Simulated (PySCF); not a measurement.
## Gas-phase XPS of `FC(F)(F)/P=P/C[SiH3]`, computed

Species: C₂H₅F₃P₂Si.
Atom-mapped SMILES: `[F:1][C:2]([F:3])([F:4])/[P:5]=[P:6]/[CH2:7][SiH3:8]`

Cartesian coordinates in Å at the PBE0-D3(BJ)/def2-SVP level; atoms count from 1:
```
atom  x, y, z in Å
F1     3.848   -1.131    0.696
C2     3.014   -0.223    0.180
F3     3.466    0.094   -1.036
F4     3.101    0.872    0.936
P5     1.276   -0.992    0.026
P6     0.216    0.478    0.937
C7    -1.497   -0.193    0.729
Si8   -2.292    0.427   -0.881
H9    -2.100    0.178    1.574
H10   -1.538   -1.295    0.736
H11   -2.123    1.907   -0.990
H12   -3.748    0.092   -0.882
H13   -1.616   -0.232   -2.037
```

Theory: PySCF 2.14.0, delta-SCF UKS SCAN, pcX-2 on the ionised atom, pcseg-1 elsewhere, spin-free X2C. These are vertical core ionisation energies against the vacuum level, from separate self-consistent calculations with and without the core hole.

Question: Give the core binding energies atom by atom.

Answer: 
| atom(s) | environment | level | binding energy (eV) | 2p1/2 (eV) | above the level's lowest (eV) | count |
| --- | --- | --- | --- | --- | --- | --- |
| F1/F3/F4 | fluorine of a CF3 group | F 1s | 693.62 | – | 0.00 | 3 |
| C2 | CF3 carbon | C 1s | 297.52 | – | +6.82 | 1 |
| P5 | phosphorus bonded to C and P | P 2p3/2 | 136.49 | 137.38 | 0.00 | 1 |
| P5 | phosphorus bonded to C and P | P 1s | 2149.96 | – | 0.00 | 1 |
| P6 | phosphorus bonded to C and P | P 2p3/2 | 136.75 | 137.65 | +0.26 | 1 |
| P6 | phosphorus bonded to C and P | P 1s | 2150.32 | – | +0.36 | 1 |
| C7 | sp3 carbon bound to silicon | C 1s | 290.70 | – | 0.00 | 1 |
| Si8 | SiH3 silicon | Si 2p3/2 | 107.09 | 107.71 | 0.00 | 1 |
| Si8 | SiH3 silicon | Si 1s | 1846.85 | – | 0.00 | 1 |

The listed C 1s values span 6.82 eV, from C7 (bonded to 2 H, P and Si) to C2 (bonded to 3 F and P). Summing the Pauling electronegativity differences to the bonded atoms, each weighted by its formal bond order, gives -1.71 for the lowest site and +3.93 for the highest.

Lowest listed P 1s: P5, bonded to C and P (double bond). Highest, 0.36 eV above it: P6, bonded to C and P (double bond).

The listed P 2p3/2 values span 0.26 eV, from P5 (bonded to C and P (double bond)) to P6 (bonded to C and P (double bond)).

Question: Which effective nuclear charge Zeff reproduces each element's mean 1s value in the hydrogen-like formula E = 13.606 eV × Zeff²?

Answer: C (Z = 6): mean 294.1 eV, Zeff = 4.65, Z − Zeff = 1.35; F (Z = 9): mean 693.6 eV, Zeff = 7.14, Z − Zeff = 1.86; Si (Z = 14): mean 1846.8 eV, Zeff = 11.65, Z − Zeff = 2.35; P (Z = 15): mean 2150.1 eV, Zeff = 12.57, Z − Zeff = 2.43. Means run over the listed sites, weighted by atom count.

One atom of each set of topologically equivalent atoms was ionised and stands for the set; in this conformer not all members are related by symmetry, and their own values weren't computed. The 2p values add to the ΔSCF energy of one spin-free hole a correction within the shell (spin–orbit coupling, ligand field). 2p1/2 minus 2p3/2 (ligand field included): P 0.89 eV, Si 0.62 eV. Geometry: PBE0-D3(BJ)/def2-SVP, one conformer, isolated molecule.
